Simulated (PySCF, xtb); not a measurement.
ClH₅N₂OSn, SMILES [NH2][Sn]([NH2])([OH])[Cl].

GFN2-xTB (xtb) at its own geometry gives an orbital gap of 3.63 eV and a dipole moment of 1.99 D.

Coordinates come from a PBE-D3(BJ)/def2-SVP optimisation. The def2 effective core potentials stand for the cores of Sn; spin–orbit coupling is left out. One conformer was computed; it need not be the lowest.

### Question
What does M06-2X/def2-TZVP run with PySCF give? (The exact figures need the calculation; the answer reports its results.)

### Answer
gap 8.87 eV (levels -9.58 and -0.71 eV), dipole 1.85 D.
